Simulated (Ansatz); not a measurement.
`[F][Sb]([F])[F]` + H₂ → `[F][SbH][F]` + H–F at 700 K and 1 bar (hydrogenolysis of the Sb–F bond).

Gas-phase electronic energies from Ansatz, PBE0-D4/def2-TZVP geometries. CCSD(T)/CBS is the MP2 limit (def2-TZVPP, def2-QZVPP) plus CCSD(T) − MP2 in def2-TZVPP, frozen cores. This one scheme is used for every species. def2 core potentials past Kr. For Sb outer-core shells are correlated without core-valence functions, which leaves a few kJ/mol of doubt a bond.

| species | CCSD(T)/CBS energy (Eh) | H − E (kJ/mol) | S (J/(mol·K)) |
| --- | --- | --- | --- |
| `[F][Sb]([F])[F]` | -539.49495 | 61.0 | 366.4 |
| H₂ | -1.17544 | 46.8 | 155.3 |
| `[F][SbH][F]` | -440.24478 | 67.8 | 345.9 |
| H–F | -100.39570 | 45.2 | 198.5 |

H − E and S are ideal-gas, rigid-rotor, harmonic terms from PBE0-D4/def2-TZVP. The MP2-based limit puts H₂ 0.8 mEh under its directly extrapolated value; such offsets cancel only in part. 1 Eh = 2625.50 kJ/mol, R = 8.31446 J/(mol·K).

Task: By hand: ΔE, ΔH, ΔS and ΔG.

Result: ΔE = (-440.24478) + (-100.39570) − (-539.49495) − (-1.17544) = 0.02991 Eh = 78.5 kJ/mol. Δ(H − E) = 67.8 + 45.2 − 61.0 − 46.8 = 5.2, so ΔH = 83.7 kJ/mol. ΔS = 345.9 + 198.5 − 366.4 − 155.3 = 22.7 J/(mol·K). ΔG = 83.7 − 700 × (22.7)/1000 = 67.8 kJ/mol.

Task: By hand: the equilibrium constant, and the temperature at which ΔG would vanish if ΔH and ΔS stayed fixed.

Result: log₁₀ K = −ΔG/(RT ln 10) = -5.1. ΔG = 0 at ΔH/ΔS = 3687 K, far beyond where these terms or the molecules hold.

ΔH outweighs TΔS. A doubt of 5 kJ/mol in ΔE shifts log₁₀ K by 0.4 here. These are equilibria of isolated gas molecules and say nothing of rates. Largest T1 diagnostic: 0.015 (customary marks: 0.02 for closed shells, 0.045 for open ones).
